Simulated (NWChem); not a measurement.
**Plane-wave run on MgBr2 (fluorite type)**

```
CELL_PARAMETERS angstrom
      0.00000     3.18475     3.18475
      3.18475     0.00000     3.18475
      3.18475     3.18475     0.00000
ATOMIC_POSITIONS crystal
  Mg 0.00000 0.00000 0.00000
  Br 0.25000 0.25000 0.25000
  Br 0.75000 0.75000 0.75000
```

Everything below was run with NWChem. Origin of the cell: lattice set by a structure generator, not relaxed at this level; this structure type may not be the compound's usual one.

Norm-conserving pseudopotentials with valence charges Mg 2, Br 7, fixed occupations, no spin-orbit coupling, density cut at twice the wavefunction cutoff.

The filled d shells of Br are in the core.

Level: LDA (Vosko), Troullier-Martins, cutoff 25 Ha, density from a 4×4×4 mesh. Bands run along Γ–X–U|K–Γ–L–W–X with k in units of the cell's reciprocal vectors.

**Question.** What gap does the band structure show, and how wide is the group of occupied bands?

**Answer.** It shows a direct gap along this path of 1.68 eV at X. The 8 occupied bands reach 16.2 eV below the valence-band top.
